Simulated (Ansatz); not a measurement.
Total energies of (HGaPH)3 ring (Ga₃P₃H₆) from Ansatz at BHLYP-D4/def2-TZVP, gas phase (1 Eh = 27.2114 eV = 2625.5 kJ/mol). The reference geometry is relaxed at PBE0-D4/def2-SVP.

```xyz
12

Ga   -1.053   -1.453   -0.852
H    -0.376   -2.589   -1.701
P    -1.560    0.509   -1.971
Ga    0.458    1.393   -1.200
H     0.770    2.916   -1.405
P     2.042    0.023   -0.228
Ga    0.795   -0.514    1.640
H     1.295   -0.076    3.061
P    -1.148   -1.789    1.437
H    -2.222    1.188   -0.894
H     2.902    1.013    0.333
H    -1.905   -0.619    1.780
```

| state | geometry | energy (Eh) |
| --- | --- | --- |
| charge 0 singlet | reference | -6802.28386 |
| charge 1 doublet | reference | -6801.97574 |
| free Ga atom (doublet) | – | -1924.78601 |
| free H atom (doublet) | – | -0.49854 |
| free P atom (quartet) | – | -341.26838 |

(1) Work out the vertical ionisation energy to the doublet.

(2) What is the binding energy per atom against free atoms?

(1) E(charge 1 doublet) − E(charge 0 singlet) = -6801.97574 − (-6802.28386) = 0.30812 Eh = 8.38 eV. For comparison, −ε of the highest occupied level is 7.59 eV at this level, 0.79 eV less.

(2) Atoms: 3 × (-1924.78601) + 6 × (-0.49854) + 3 × (-341.26838) = -6801.15441 Eh. Binding: -6801.15441 − (-6802.28386) = 1.12945 Eh = 30.73 eV, or 2.56 eV for each of 12 atoms (no zero-point energy, no counterpoise term).
